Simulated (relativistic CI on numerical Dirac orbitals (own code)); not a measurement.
**Ge⁶⁺: calculation against measurement**

Method of calculation: Dirac-Coulomb-Breit CI, KLI orbitals optimised for each configuration, model QED (radiative potential, 1s self-energy scaled to tabulated hydrogen-like ionisation energies), valence Slater integrals scaled by 0.9, configuration energies shifted to the measured levels that pair with them (semi-empirical) (own radial code, finite nucleus).

CI space (outside the closed core [Ne]): 3s2.3p6.3d8, 3s2.3p6.3d7.4s, 3s2.3p6.3d7.4p, 3s2.3p5.3d9, 3s2.3p6.3d7.4d, 3s2.3p4.3d10, 3s.3p6.3d9, 3s2.3p6.3d7.5s, 3s2.3p6.3d7.5p, 3s2.3p6.3d7.4f, 3s2.3p6.3d7.5d, 3s2.3p6.3d6.4s2, 3s2.3p6.3d7.5f, 3s2.3p6.3d7.5g, 3s2.3p6.3d6.4s.4p, 3s2.3p6.3d6.4p2, 3p6.3d10, 3s2.3p5.3d8.4s, 3s2.3p6.3d6.4s.4d, 3s2.3p5.3d8.4p, 3s2.3p6.3d6.4p.4d. Levels of other configurations are missing.

| Configuration | Term (tabulated) | J | Measured (cm⁻¹) | Computed | Error | Purity (%) |
| --- | --- | --- | --- | --- | --- | --- |
| 3s2.3p6.3d8 | 3F | 4 | 0.0 | 0 | 0 | 100 |
| 3s2.3p6.3d8 | 3F | 3 | 4055.0 | 3992 | -63 | 100 |
| 3s2.3p6.3d8 | 3F | 2 | 6468.0 | 6333 | -135 | 96 |
| 3s2.3p6.3d8 | 1D | 2 | 22658.0 | 21393 | -1265 | 73 |
| 3s2.3p6.3d8 | 3P | 2 | 28827.0 | 27798 | -1029 | 76 |
| 3s2.3p6.3d8 | 3P | 1 | 29212.0 | 28362 | -850 | 100 |
| 3s2.3p6.3d8 | 3P | 0 | 29769.0 | 28872 | -897 | 99 |
| 3s2.3p6.3d8 | 1G | 4 | 37923.0 | 37658 | -265 | 100 |
| 3s2.3p6.3d8 | 1S | 0 | 86203.0 | 79381 | -6822 | 98 |
| 3s2.3p6.3d7.4s | 5F | 5 | 393964.0 | 392916 | -1048 | 99 |
| 3s2.3p6.3d7.4s | 5F | 4 | 396659.0 | 395576 | -1083 | 97 |
| 3s2.3p6.3d7.4s | 5F | 3 | 398813.0 | 397707 | -1106 | 98 |
| 3s2.3p6.3d7.4s | 5F | 1 | 401310.0 | 400190 | -1120 | 99 |
| 3s2.3p6.3d7.4s | 3F | 4 | 405833.0 | 404722 | -1111 | 96 |
| 3s2.3p6.3d7.4s | 3F | 3 | 409481.0 | 408335 | -1146 | 98 |
| 3s2.3p6.3d7.4s | 3F | 2 | 411818.0 | 410663 | -1155 | 98 |
| 3s2.3p6.3d7.4s | 5P | 3 | 421833.0 | 421979 | 146 | 99 |
| 3s2.3p6.3d7.4s | 5P | 2 | 422209.0 | 422559 | 350 | 91 |
| 3s2.3p6.3d7.4s | 5P | 1 | 423790.0 | 424024 | 234 | 94 |
| 3s2.3p6.3d7.4s | 3G | 5 | 427035.0 | 425708 | -1327 | 93 |
| 3s2.3p6.3d7.4s | 3G | 4 | 428431.0 | 426956 | -1475 | 85 |
| 3s2.3p6.3d7.4s | 3G | 3 | 430455.0 | 429001 | -1454 | 99 |
| 3s2.3p6.3d7.4s | 3P † | 2 | 432065.0 | 432706 | 641 | 91 |
| 3s2.3p6.3d7.4s | 3P † | 1 | 432097.0 | 433007 | 910 | 74 |
| 3s2.3p6.3d7.4s | 1G | 4 | 434261.0 | 432774 | -1487 | 79 |
| 3s2.3p6.3d7.4s | 3P | 2 | 434645.0 | 435690 | 1045 | 78 |
| 3s2.3p6.3d7.4s | 3P | 1 | 435977.0 | 437203 | 1226 | 77 |
| 3s2.3p6.3d7.4s | 3H | 6 | 437438.0 | 435205 | -2233 | 100 |
| 3s2.3p6.3d7.4s | 3D | 3 | 438698.0 | 438933 | 235 | 98 |
| 3s2.3p6.3d7.4s | 3H | 5 | 438931.0 | 436579 | -2352 | 89 |
| 3s2.3p6.3d7.4s | 3D | 2 | 440920.0 | 441285 | 365 | 66 |
| 3s2.3p6.3d7.4s | 3H | 4 | 441167.0 | 438877 | -2290 | 85 |
| 3s2.3p6.3d7.4s | 1H | 5 | 444819.0 | 442470 | -2349 | 90 |
| 3s2.3p6.3d7.4s | 1D | 2 | 447235.0 | 447556 | 321 | 74 |
| 3s2.3p6.3d7.4s | 3F | 2 | 462416.0 | 462579 | 163 | 99 |
| 3s2.3p6.3d7.4s | 3F | 3 | 462884.0 | 463041 | 157 | 98 |
| 3s2.3p6.3d7.4s | 1F | 3 | 469133.0 | 469133 | 0 | 98 |
| 3s2.3p6.3d7.4s | 3D | 2 | 499206.0 | 500145 | 939 | 97 |
| 3s2.3p6.3d7.4s | 3D | 3 | 500364.0 | 501242 | 878 | 98 |
| 3s2.3p6.3d7.4s | 1D | 2 | 505648.0 | 506419 | 771 | 97 |
| 3s2.3p6.3d7.4p | 5F° | 3 | 509684.0 | 509701 | 17 | 58 |
| 3s2.3p6.3d7.4p | 5F° | 2 | 511950.0 | 511962 | 12 | 73 |
| 3s2.3p6.3d7.4p | 5F° | 1 | 513576.0 | 513564 | -12 | 87 |
| 3s2.3p6.3d7.4p | 5D° | 1 | 517882.0 | 517758 | -124 | 89 |

Measured levels from Sugar and Musgrove, J. Phys. Chem. Ref. Data 22, 1213 (1993); pairs were made by configuration, J and term (by order where the table uses no LS term), so strongly mixed levels may be paired wrongly.

Mean error by configuration (cm⁻¹): 3s2.3p6.3d8 -1416; 3s2.3p6.3d7.4s -549; 3s2.3p6.3d7.4p -27. Over the excited levels the mean absolute error is 1001 cm⁻¹ (43 of the 48 excited levels that our extract of the source holds in range could be paired, and the others can miss by more), and the median relative error of those above 1,000 cm⁻¹ is 0.28 %, both after the shifts were fitted to these levels, so that a configuration with one level shows no error. † marks terms whose computed intervals miss the measured ones by more than a factor of 2.5, or configurations far off the rest, from wrong mixing, a near crossing or a doubtful label or measurement; they are left out of the means.

Configurations whose levels could be paired with our table of measured levels were shifted onto them, all but the ground configuration, by the median error of their levels; single terms can still be off by 1,000 to 2,000 cm⁻¹ or more, and rates follow the energies as ν³ (E1, M1) or ν⁵ (E2). The others borrow a shift and can be off by several thousand cm⁻¹ or more. 43 of the 48 excited levels that our extract of the measured tables holds in this range could be paired (the sources list more); they are missed by 991 cm⁻¹ on average and 6822 at most, after the shifts were fitted to these levels, and levels without a partner can miss by more.

Shifts applied (cm⁻¹): 3s2.3p6.3d8 0; 3s2.3p6.3d7.4s -2788; 3s2.3p6.3d7.4p -1686.
